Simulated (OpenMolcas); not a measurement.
**Ni²⁺: effect of the IPEA shift**

| Quantity | Value |
| --- | --- |
| Program | OpenMolcas |
| Basis | ANO-RCC-VTZP [6s5p3d2f1g] |
| Scalar Hamiltonian | DKH2, point nucleus |
| Active space | 8 electrons in 6 orbitals (3d 4s) |
| State averaging | 2S+1 = 3 even, 55 roots; 2S+1 = 5 even, 10 roots kept (CI in the orbitals of an earlier block); 2S+1 = 1 even, 50 roots kept (CI in the orbitals of an earlier block) |
| Spin-orbit coupling | RASSI with atomic mean-field integrals over the reference wave functions, term energies averaged over their components |

Methods on the same reference wave functions:
A. CASSCF
B. MS-CASPT2, IPEA 0 Eh, imaginary shift 0.1 Eh (closed shells correlated: 3s 3p)
C. MS-CASPT2, IPEA 0.25 Eh, imaginary shift 0.1 Eh (closed shells correlated: 3s 3p)

Energies in cm⁻¹ above 3d⁸ ³F₄, the measured ground level; measured values from Corliss and Sugar, J. Phys. Chem. Ref. Data 10, 197 (1981).

```csv
Level,A,B,C,Measured
3d⁸ ³F₄,0.0,0.0,0.0,0.0
3d⁸ ³F₃,1442,1447,1447,1361
3d⁸ ³F₂,2434,2400,2400,2270
3d⁸ ¹D₂,18198,13220,13270,14032
3d⁸ ³P₂,21952,16430,16740,16662
3d⁸ ³P₁,22357,16770,17120,16978
3d⁸ ³P₀,22646,17040,17390,17231
3d⁸ ¹G₄,28202,23030,22980,23109
3d⁷ 4s ⁵F₅,31248,53500,53830,53704
3d⁷ 4s ⁵F₄,32146,54390,54720,54658
3d⁷ 4s ⁵F₃,32857,55100,55430,55406
3d⁷ 4s ⁵F₂,33382,55620,55960,55952
3d⁷ 4s ⁵F₁,33726,55970,56300,56308
3d⁷ 4s ³F₄(1),39561,59430,60120,
3d⁷ 4s ³F₃(1),40773,60640,61330,
3d⁷ 4s ³F₂(1),41620,61480,62170,
3d⁷ 4s ⁵P₃,52915,70740,71600,71067
3d⁷ 4s ⁵P₂,53271,71020,71890,71384
3d⁷ 4s ⁵P₁,53714,71500,72360,71842
3d⁷ 4s ³G₅,55011,74000,75020,75124
3d⁷ 4s ³G₄,55511,74480,75510,75647
3d⁷ 4s ³G₃,56064,75040,76070,76237
3d⁷ 4s ¹G₄,59506,77700,78770,79250
3d⁷ 4s ³P₂(1) [54 %],60876,76900,77930,
```

Deviations, from unrounded energies. A percentage is the sum of absolute deviations over the sum of measured energies, with the sign that they share, or ± where signs differ.

```csv
Against measurement,Levels,A,B,C
mean absolute deviation (cm-1),19,14000,490,220
fine structure of the ground term (%),2,+6.8,+6.1,+6.1
other terms of the ground configuration (%),5,+28.8,-1.7,±1.5
other configurations (%),12,-31.0,-0.9,±0.3
```

C lies closest to measurement on these levels and A furthest from it. The largest miss of C in the table is 3d⁸ ¹D₂, by -760 cm-1. The ranking rests on the paired levels alone, and a cruder setting can come out closer through cancelling errors.

Between B and C the level of the table that moves most is 3d⁷ 4s ¹G₄, by 1100 cm-1 (lowest in B, highest in C). Moves below CASPT2's spread within the term are not significant.

The mean deviations of B to C differ by less than CASPT2's widest spread within a term (2600 cm-1), so their order carries little weight.

From A to B the spin-free energies of the other terms of 3d⁸ shown, above ³F, scale by factors of 0.71 to 0.81, as is usual when dynamic correlation screens the repulsion within a d or f shell.

The lowest spin-free term lies below A's lowest term by 0.681 hartree in B, 0.675 hartree in C.

CASPT2 breaks the degeneracy within a term, and the mean is taken; among the terms shown or strongly mixed into the levels shown the widest spread is 2600 cm-1 (3d⁸ ³F, B). Terms from blocks run as CI alone lack orbitals of their own. A single d shell beside an s shell can misplace configurations of different d count against each other. Without dynamic correlation excited terms often stand tens of per cent too high (terms of higher spin than the ground term too low), and those without a measured partner can miss by more than the paired ones (holds for A). Some levels mix across a computed gap that differs much from the measured one, so their mixing is not that of the real levels (holds for A; C). The CASPT2 spread within a term exceeds the gap to the next term for 3d⁷ 4s ³P(1) and 3d⁷ 4s ¹G, 3d⁷ 4s ¹G and 3d⁷ 4s ³P(2), so the order of their levels is uncertain (holds for C). Computed and measured levels are paired by configuration, term and J; levels that our copy of the source lacks, or whose pairing is in doubt (as where it misses far off the trend of its configuration), stay unpaired and out of the deviations. Levels of configurations outside the active space are missing. The table leaves out levels that lie high or whose names do not pair safely across all columns.

A share in square brackets marks a mixed level and gives the weight of the term that names it, the lowest over the columns. A number in round brackets counts repeated terms of one configuration in the order of the reference energies.
